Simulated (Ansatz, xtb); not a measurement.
**Two isomers of BClFH2InN**

Structure I: `N[B](F)[In][Cl]`, a doublet. Structure II: `FB[NH][In][Cl]`, a doublet. Both are isolated molecules in the gas phase, relaxed with PBE0-D3(BJ)/def2-SVP; the shapes shown needn't be the lowest conformers.

I (Å):

```yaml
atoms:
  - { symbol: B, position_ang: [-1.9028, 0.8011, -2.4981] }
  - { symbol: Cl, position_ang: [-1.4206, 1.8585, 0.9044] }
  - { symbol: F, position_ang: [-2.3563, 0.4429, -3.6933] }
  - { symbol: In, position_ang: [-3.2721, 1.4559, -0.6504] }
  - { symbol: N, position_ang: [-0.5630, 0.8416, -2.1666] }
  - { symbol: H, position_ang: [0.1831, 0.6002, -2.8117] }
  - { symbol: H, position_ang: [-0.2739, 1.1245, -1.2322] }
```

II (Å):

```json
{"atom": "B", "x (Å)": "-1.7079", "y (Å)": "2.5003", "z (Å)": "-0.5328"}
{"atom": "Cl", "x (Å)": "0.5971", "y (Å)": "-1.0226", "z (Å)": "2.2236"}
{"atom": "F", "x (Å)": "-0.7505", "y (Å)": "2.8747", "z (Å)": "-1.4011"}
{"atom": "In", "x (Å)": "0.4808", "y (Å)": "0.6106", "z (Å)": "0.4876"}
{"atom": "N", "x (Å)": "-1.4035", "y (Å)": "1.5127", "z (Å)": "0.4024"}
{"atom": "H", "x (Å)": "-2.1089", "y (Å)": "1.2125", "z (Å)": "1.0689"}
{"atom": "H", "x (Å)": "-2.7881", "y (Å)": "3.0425", "z (Å)": "-0.6086"}
```

Q: Which of the two would you expect CCSD(T)/def2-SVP + ΔMP2/def2-TZVPP electronic energies to favour?

A: Structure II; the calculation gives E(II) − E(I) = −10.0 kJ/mol.

How the difference moves with the method:

| level | geometry | E(II) − E(I) (kJ/mol) | departure from the last row (kJ/mol) | job, with rough time for the two |
| --- | --- | --- | --- | --- |
| PBE0-D3(BJ)/def2-SVP | PBE0-D3(BJ)/def2-SVP | +5.5 | +15.5 | optimisation, 2 min |
| HF/def2-SVP | PBE0-D3(BJ)/def2-SVP | −28.7 | −18.7 | part of the CCSD(T) run |
| MP2/def2-SVP | PBE0-D3(BJ)/def2-SVP | −34.0 | −24.0 | part of the CCSD(T) run |
| CCSD(T)/def2-SVP | PBE0-D3(BJ)/def2-SVP | −22.5 | −12.6 | single point |
| CCSD(T)/def2-SVP + ΔMP2/def2-TZVPP | PBE0-D3(BJ)/def2-SVP | −10.0 |  | single point, 45 s |

As drawn, II has 1 In–N, 1 B–H in place of 1 B–In, 1 N–H.

PBE0-D3(BJ)/def2-SVP puts the two in the other order. The largest departure from CCSD(T)/def2-SVP + ΔMP2/def2-TZVPP is that of MP2/def2-SVP, 24.0 kJ/mol. Levels run at GFN2-xTB geometries aren't shown. The last row adds to CCSD(T) the change of the MP2 difference between the two basis sets, here +12.6 kJ/mol, a large step that makes the value less sure.

With harmonic frequencies from PBE0-D3(BJ)/def2-SVP (ideal gas, rigid rotor, one conformer each, 298.15 K, 1 atm): on the last row, ΔE + ΔZPE = −15.7 kJ/mol. A mode under 50 cm⁻¹ makes harmonic enthalpies and free energies unreliable, so none is given.

Open shells are spin-unrestricted. The correlated steps freeze 12 core orbitals; the filled d shell of In is correlated, in a basis made for valence electrons. Atoms past krypton carry core potentials in the def2 sets and no spin–orbit term is included. Run with Ansatz 0.2.0; the last row on 2 threads of Intel(R) Xeon(R) 6975P-C (Granite Rapids) on a shared host.
